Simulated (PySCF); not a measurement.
**Continuum solvent and chemical shifts**

Molfile (atoms numbered from 1):
```
BF2H6NSi2
     RDKit          3D

 12 11  0  0  0  0  0  0  0  0999 V2000
   -2.0411    1.0725    0.1497 F   0  0  0  0  0  0  0  0  0  0  0  0
   -1.7539    0.3255   -0.9018 B   0  0  0  0  0  0  0  0  0  0  0  0
   -2.4782    0.5336   -1.9836 F   0  0  0  0  0  0  0  0  0  0  0  0
   -0.3027   -1.0939   -0.8130 Si  0  0  0  0  0  4  0  0  0  0  0  0
    0.7755   -0.7060    0.4987 N   0  0  0  0  0  0  0  0  0  0  0  0
    1.2014    0.8795    1.0827 Si  0  0  0  0  0  4  0  0  0  0  0  0
    0.3695   -1.2085   -2.1479 H   0  0  0  0  0  0  0  0  0  0  0  0
   -0.9552   -2.4166   -0.5472 H   0  0  0  0  0  0  0  0  0  0  0  0
    1.2282   -1.4932    0.9543 H   0  0  0  0  0  0  0  0  0  0  0  0
    2.6786    0.9772    1.2918 H   0  0  0  0  0  0  0  0  0  0  0  0
    0.7827    1.8593    0.0357 H   0  0  0  0  0  0  0  0  0  0  0  0
    0.5329    1.2423    2.3705 H   0  0  0  0  0  0  0  0  0  0  0  0
  1  2  1  0
  2  3  1  0
  2  4  1  0
  4  5  1  0
  5  6  1  0
  4  7  1  0
  4  8  1  0
  5  9  1  0
  6 10  1  0
  6 11  1  0
  6 12  1  0
M  END
```

GIAO PBE0/pcSseg-1 in PySCF on one PBE0-D3(BJ)/def2-SVP conformer, non-relativistic, equivalent nuclei averaged. Solvents enter as an IEF-PCM continuum (dichloromethane with ε = 8.9, acetone with ε = 20.5) around the gas-phase geometry. Shifts are referred to CFCl3, BF3·OEt2, TMS computed in the same medium.

Gas phase, δ in ppm: F1/F3 -18.4, B2 31.5, Si6 -45.8, Si4 -58.3, H7/H8 4.73, H10/H11/H12 4.68, H9 -0.90. Dipole moment 1.79 D.

(1) How does each δ change in the continuum?

(2) Which of the listed nuclei move most (in ppm), and what does the model miss? (N and O are left out, as their reference compounds move with the solvent too.)

Answers

(1) 
```csv
atoms,environment,"Δδ, dichloromethane","Δδ, acetone"
F1/F3,fluorine bonded to B,-3.7,-4.1
B2,"boron bonded to 2 F, Si",+0.7,+0.8
Si6,"silicon bonded to N, 3 H",-0.8,-0.9
Si4,"silicon bonded to B, N, 2 H",+0.1,+0.1
H7/H8,"hydrogen on a silicon bonded to B, N",-0.04,-0.04
H10/H11/H12,hydrogen on a silicon bonded to N,-0.05,-0.06
H9,hydrogen on a nitrogen bonded to 2 Si,+0.64,+0.72
```

Changes are relative to the gas phase. The dipole moment becomes 2.13 D in dichloromethane, 2.16 D in acetone.

(2) F1/F3 (fluorine bonded to B, -4.1 ppm) in acetone. A continuum only polarises the solute; specific hydrogen bonds, the anisotropy of aromatic solvents and changes of geometry or conformer are outside it.
